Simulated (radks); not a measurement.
The numbers below are computed, except where a source is named.
Pt46+, configuration [Ar] 3d10 4s2 4p2. Code: a radial shooting solver on a logarithmic mesh with Libxc functionals. Model: Dirac Kohn-Sham, PBE, spin-unpolarised, spherical densities, finite nucleus; open shells fill j = l - 1/2 first; Fermi nuclear charge, rms radius 5.427 fm. Some entries of the table are withheld. Estimate them.

orbital  occ.  eigenvalue (eV)  r(max) (bohr)
1s1/2       2        -80622.39            (1)
2s1/2       2              (2)            (3)
2p1/2       2              (4)        0.04528
2p3/2       4              (5)        0.05253
3s1/2       2        -5445.838         0.1715
3p1/2       2              (6)            (7)
3p3/2       4              (8)            (9)
3d3/2       4        -4403.585         0.1354
3d5/2       6        -4316.972         0.1393
4s1/2       2        -2620.629         0.3630
4p1/2       2        -2514.418         0.3576
4p3/2       0        -2382.426         0.3799

Answer. 
(1) 1s1/2 r(max) (bohr): 0.01062
(2) 2s1/2 eigenvalue (eV): -16063.99
(3) 2s1/2 r(max) (bohr): 0.06139
(4) 2p1/2 eigenvalue (eV): -15505.25
(5) 2p3/2 eigenvalue (eV): -13770.98
(6) 3p1/2 eigenvalue (eV): -5200.025
(7) 3p1/2 r(max) (bohr): 0.1599
(8) 3p3/2 eigenvalue (eV): -4803.864
(9) 3p3/2 r(max) (bohr): 0.1742
